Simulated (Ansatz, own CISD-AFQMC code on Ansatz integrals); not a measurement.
H6B2Si, SMILES `BB[SiH3]` (charge 0, multiplicity 1).

Cartesian coordinates (Å):
```xyz
9

B      1.7353     0.0476     0.0028
B      0.3399    -0.0216     0.7989
Si    -1.3459    -0.0241    -0.3224
H      2.2852    -0.9421    -0.3974
H      2.2304     1.0936    -0.3179
H      0.1594    -0.0730     1.9808
H     -2.1789     1.1471     0.0712
H     -2.1083    -1.2696    -0.0256
H     -1.1171     0.0421    -1.7906
```
Charge 0, spin multiplicity 1.

Frozen-core correlation energies in cc-pVDZ at a geometry from PBE0-D3(BJ)/def2-TZVP, on an HF energy of -341.72795 Ha (<S^2> = 0.00). Wave-function levels are from Ansatz, the walk from an own CISD-AFQMC code on Ansatz integrals (time step 0.005/Ha, trial state from CCSD amplitudes, largest double 0.03).

```csv
level,correlation energy (mHa)
MP2,-266.0
CCSD,-325.3
CCSD(T),-333.6
CCSDT(Q),-335.4
```

Task: What correlation energy does phaseless AFQMC give, and where does it lie among these levels?

Result: -335.0 ± 0.2 mHa (one standard error). AFQMC minus each level: MP2 -69.0 mHa, CCSD -9.7 mHa, CCSD(T) -1.4 mHa, CCSDT(Q) +0.4 mHa.
